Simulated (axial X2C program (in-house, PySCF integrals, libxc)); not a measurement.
# Spin–orbit effects down a group: molecules with In, PBE0

Calculated with an axial X2C code built on PySCF integrals, spin-free (one-electron X2C) or two-component (2c: spin–orbit coupling with atomic mean-field Coulomb and Gaunt terms, which also bring small scalar terms), in Dyall basis sets with cores contracted in-house; open shells are unrestricted.

Basis sets: C dyall-v3z, Ge dyall-cv3z, In dyall-cv3z, Si dyall-v3z, Sn dyall-cv3z.

| molecule | spin-free state | Re (Å) | ωe (cm⁻¹) | De (eV) | 2c state | Re 2c (Å) | ωe 2c (cm⁻¹) | De 2c (eV) |
| --- | --- | --- | --- | --- | --- | --- | --- | --- |
| InC | M_S = 3/2, Λ = 0 | 2.200 | 475.5 | 2.97 | Ω = 3/2 | 2.200 | 475.2 | n/a |
| InSi | M_S = 3/2, Λ = 0 | 2.610 | 260.4 | 2.34 | Ω = 3/2 | 2.609 | 260.2 | n/a |
| InGe | ? | ? | ? | ? | ? | ? | ? | ? |
| InSn | M_S = 3/2, Λ = 0 | 2.837 | 146.8 | 2.05 | Ω = 3/2 | 2.841 | 145.8 | n/a |

Q: Estimate the 2c Re and ωe of InGe as the mean of its neighbours in the table.

A: Re ≈ 2.725 Å, ωe ≈ 203.0 cm⁻¹. The PBE0 runs give the row below, so the estimate misses by 0.070 Å and 22.8 cm⁻¹.

```json
{"molecule": "InGe", "spin-free state": "M_S = 3/2, Λ = 0", "Re (Å)": "2.655", "ωe (cm⁻¹)": "180.5", "De (eV)": "2.24", "2c state": "Ω = 3/2", "Re 2c (Å)": "2.655", "ωe 2c (cm⁻¹)": "180.2", "De 2c (eV)": "n/a"}
```

Each entry is the lowest single determinant of a limited PBE0 search at one distance. De goes to single-determinant-based atoms at the same level (for ions the charge split of lowest energy) and is withheld (n/a) where an atom does not fit its ground term or J level. Main or longest-lived isotopes. One determinant is a doubtful description, or other states lie close, for InC, InSi, InGe, InSn; these need not be ground states, and all values refer to the states named. With several unpaired electrons the Ω given is that of one determinant, not necessarily of the lowest component. The functionals have no current term, which raises determinants with orbital currents.
